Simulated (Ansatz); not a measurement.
Basis-set extrapolation for C2H10O2SSi2 (`CO[SiH2]S[SiH2]OC`) (PBE0-D4/def2-TZVP geometry, frozen core, Ansatz 0.2.0). Multiplicity 1, RHF reference.

```
                       def2-TZVPP    def2-QZVPP
                 HF  -1206.942704  -1206.983700
    MP2 correlation     -1.242588     -1.338507
CCSD(T) correlation     -1.364762       not run
```

Energies in hartree. Use E(X) = E(∞) + A·exp(−7.88·√X) for Hartree–Fock and E(X) = E(∞) + B·X^(−2.97) for correlation, with X = 3 and 4, and add CCSD(T) minus MP2 of the smaller set to the MP2 limit.

**Question.** What is the CCSD(T) energy at the basis-set limit?

**Answer.** HF limit: -1206.983700 + (-0.040996) × 0.13774 = -1206.98935. MP2 limit: -1.338507 + (-0.095919) × 0.74074 = -1.40956. Higher-order term: -1.364762 − (-1.242588) = -0.12217. Total: -1208.52108 hartree, 5.81 eV below CCSD(T)/def2-TZVPP.
